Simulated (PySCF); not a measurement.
Isomers of C2H8Si2. Gas-phase values, no solvent. One relaxed conformer stands for each flexible species; it need not be the lowest. Strings in code marks are SMILES.

The dipole moment from two functionals at the same geometries (B3LYP-D3(BJ)/def2-TZVP), both in PySCF: PBE-D3(BJ)/def2-TZVP and B3LYP-D3(BJ)/def2-TZVP. B3LYP has the VWN-RPA correlation part, as in Gaussian. 

```json
[
 {"species": "`[SiH3][SiH]1CC1`", "PBE-D3(BJ)/def2-TZVP (D)": "0.34"},
 {"species": "`[SiH3][C@@H]1C[SiH2]1`", "PBE-D3(BJ)/def2-TZVP (D)": "1.00"},
 {"species": "`C[Si]([SiH3])=C`", "PBE-D3(BJ)/def2-TZVP (D)": "1.37"},
 {"species": "`C(/[SiH3])=C\\[SiH3]`", "PBE-D3(BJ)/def2-TZVP (D)": "0.00"},
 {"species": "`C(=C/[SiH3])/[SiH3]`", "PBE-D3(BJ)/def2-TZVP (D)": "0.83"},
 {"species": "`C/[SiH]=C\\[SiH3]`", "PBE-D3(BJ)/def2-TZVP (D)": "2.32"}
]
```

Task: What does B3LYP-D3(BJ)/def2-TZVP give for each?

Result: 
- `[SiH3][SiH]1CC1`: 0.16
- `[SiH3][C@@H]1C[SiH2]1`: 1.04
- `C[Si]([SiH3])=C`: 1.43
- `C(/[SiH3])=C\[SiH3]`: 0.00
- `C(=C/[SiH3])/[SiH3]`: 0.80
- `C/[SiH]=C\[SiH3]`: 2.44
Over these rows, drawn at random from the members with no instability flagged (it was tested for open shells, ions and some series alone), PBE minus B3LYP-D3(BJ): mean 0.00 D, from -0.12 D to +0.18 D.
